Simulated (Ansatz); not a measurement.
# A basis-limit estimate, worked out

The pair of Cl⁻ (SMILES [Cl-], atom 1) and CH3F (SMILES CF, atoms 2–6), both closed shells, in one local arrangement (a lower one may exist), relaxed at PBE0-D4/def2-TZVPD:

```xyz
6
angstrom
Cl 0.2203 0.1515 -2.7176
C -0.0387 -0.0265 0.4776
F -0.1525 -0.1075 1.8786
H 0.9891 0.2145 0.2144
H -0.7037 0.7513 0.1080
H -0.3145 -0.9832 0.0391
```

Both fragments are computed in the basis of the whole pair.

Computed with Ansatz 0.2.0 (basis: def2-TZVPPD and def2-QZVPPD); correlated methods freeze the cores.

Energies in eV:

| quantity | pair | first fragment | second fragment |
| --- | --- | --- | --- |
| Hartree–Fock, triple zeta (X = 3) | -16290.88273 | -12505.39456 | -3785.15225 |
| Hartree–Fock, quadruple zeta (X = 4) | -16291.36578 | -12505.71706 | -3785.31151 |
| MP2 correlation, X = 3 | -17.49438 | -5.56646 | -11.86783 |
| MP2 correlation, X = 4 | -18.97870 | -6.11576 | -12.78779 |
| CCSD(T) correlation, X = 3 | -18.98232 | -6.24013 | -12.68404 |

Q: Work out the interaction energy at the basis limit: extrapolate Hartree–Fock as E(X) = E∞ + A exp(−7.88 √X) and the MP2 correlation as E(X) = E∞ + B X^−2.97 (the exponents that Neese and Valeev fitted for def2-TZVPP and QZVPP, reused here for the diffuse sets), then add CCSD(T) − MP2 in triple zeta.

A: Each step is linear, so take the differences first (pair − first fragment − second fragment): Hartree–Fock -0.33592 (X = 3) and -0.33721 (X = 4); MP2 correlation -0.06009 and -0.07515; CCSD(T) correlation -0.05815.
Two points give E∞ = E(4) + w [E(4) − E(3)], with w = 1/(exp(7.88 (2 − √3)) − 1) = 0.1377 for Hartree–Fock and w = 1/((4/3)^2.97 − 1) = 0.7407 for the correlation.
Hartree–Fock: -0.33721 + 0.1377 × (-0.00129) = -0.3374 eV.
MP2 correlation: -0.07515 + 0.7407 × (-0.01506) = -0.0863 eV.
CCSD(T) − MP2: -0.05815 − (-0.06009) = 0.0019 eV.
Sum: -0.3374 + (-0.0863) + 0.0019 = -0.4218 eV, or -9.73 kcal/mol. Plain CCSD(T) in triple zeta gives -0.3941 eV, so the larger basis shifts the result by -0.0277 eV.

The T1 diagnostic stays at or below 0.011.

For scale, one of the runs: CCSD(T)/def2-TZVPPD, 179 basis functions, launched by `ansatz run in.yaml --threads 2 --pin off --events-out ev --progress --plain --max-ram 5222MiB`. The run took 23 s on 2 CPU threads of an Intel Xeon Platinum 8488C (shared host), with 1.7 GiB of host memory at its peak.
